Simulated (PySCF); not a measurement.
Computed shifts of a molecule CH₈O₂Si₂, HF/pcSseg-1 run with PySCF, GIAO, gas phase, atoms alike by connectivity averaged where their shifts nearly agree, in ppm (number of nuclei): ¹³C: 48.2 (1). ²⁹Si: -28.2 (1), -43.6 (1). ¹H: 4.75 (3), 4.71 (1), 4.49 (1), 3.72 (1), 3.52 (1), -0.01 (1). References: ¹⁷O against H2O (σ = 333.0 ppm); ¹³C against TMS (σ = 192.6 ppm); ²⁹Si against TMS (σ = 393.8 ppm); ¹H against TMS (σ = 31.99 ppm), references at their B3LYP-D3(BJ)/def2-TZVP geometries, non-relativistic. Geometry optimised at B3LYP-D3(BJ)/def2-SVP. The values are those of a single conformer.

### Question
Pick the molecule that these values belong to.
A. O[SiH2][C@H](O)[SiH3]
B. OC[SiH2]O[SiH3]
C. O[SiH2]C[SiH2]O
D. OC[Si@H](O)[SiH3]

### Answer
B, OC[SiH2]O[SiH3]
